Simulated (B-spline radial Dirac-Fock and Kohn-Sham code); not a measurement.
# Run log: Zn

ΔSCF core binding energies without Breit or QED terms, calculated with a radial atomic solver. Keys: rel is the Hamiltonian (dirac, or spin-free x2c and nr, where L3 and M5 stand for the whole 2p and 3d shells), method is hf or an exchange,correlation pair (spin-unpolarised, also for the hole states), nuc the nuclear model, radius_factor scales its radius, rmax is the box in bohr, h the logarithmic mesh step, order the B-spline order, points the quadrature points per cell, c_factor scales the speed of light, and damp, ndamp, maxit and tol steer the iteration. The run stops when the commutator error falls below 10·tol·max(1, Z/10), or the numerical noise floor, and the energy has settled to about 1e-8 Ha; the virial ratio is −V/T.

Input (task.json):

```json
{"items": [{"Z": 30, "q": 0, "cfg": [[1, 0, 2], [2, 0, 2], [2, 1, 6], [3, 0, 2], [3, 1, 6], [3, 2, 10], [4, 0, 2]], "A": 64, "rrms": 3.9283, "do": "settings", "holes": ["K", "L3", "M5"],
  "settings": [{"rel": "dirac", "method": "hf", "nuc": "fermi", "radius_factor": 1.0, "rmax": 45.0, "h": 0.3, "order": 8, "points": 10, "c_factor": 1.0, "maxit": 3, "damp": 0.5, "ndamp": 3, "tol": 1e-08}]}]}
```

Command: `python xray2_run.py task.json out`

Ground-state iterations:

```
iter   energy (Ha)        error
   1    -1794.04547621  1.08e+00
   2    -1794.52276572  7.86e-02
   3    -1794.61134698  2.45e-02
```

The ground state had not converged after 3 iterations, with total energy -1794.61135 Ha, virial ratio 1.98081 and highest orbital energy -8.19 eV. ΔSCF binding energies: K (1s) 9685.2 eV, L3 (2p3/2) 1029.8 eV, M5 (3d5/2) 14.65 eV (not all states converged, so these are not final).

Problem. One setting is unsound. Which, and why?

Solution. maxit ends the run before self-consistency. With the default settings (Dirac Hartree-Fock): The ground state converged in 10 iterations, with total energy -1794.61291 Ha, virial ratio 1.98123 and highest orbital energy -8.13 eV. ΔSCF binding energies: K (1s) 9684.7 eV, L3 (2p3/2) 1029.4 eV, M5 (3d5/2) 14.54 eV.
